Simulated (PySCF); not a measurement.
**InP⁺ at UHF-CCSD(T)**

Level: UHF-CCSD(T). In def2-SVPD with ECP28, P def2-SVPD; scalar-relativistic core potentials (PySCF 2.14).

```json
{
 "state": "⁴Σ⁻ (quartet), unpaired electrons σ ↑, π ↑↑",
 "bond length": "3.203 Å",
 "harmonic wavenumber": "87.4 cm⁻¹",
 "force constant": "0.110 mdyn/Å",
 "rotational constant Be": "0.06734 cm⁻¹",
 "anharmonicity ωexe": "0.888 cm⁻¹",
 "vibration–rotation constant αe": "0.000843 cm⁻¹",
 "well depth De to In⁺ + P": "0.29 eV",
 "dissociation energy D0": "0.29 eV"
}
```

Correlated steps freeze 9 core orbitals. The bond is weak. Basis-set superposition, not corrected here, can be much of De in a small basis, most of all at correlated wavefunction levels. These are scalar-relativistic numbers at best; spin–orbit coupling would shift them, the dissociation energy most. For an ion De counts to the pair picked by the measured ionisation energies or electron affinities, which need not be the lowest pair at this level. The state is the lowest determinant that a PBE0 search found; another state may lie lower at other levels.
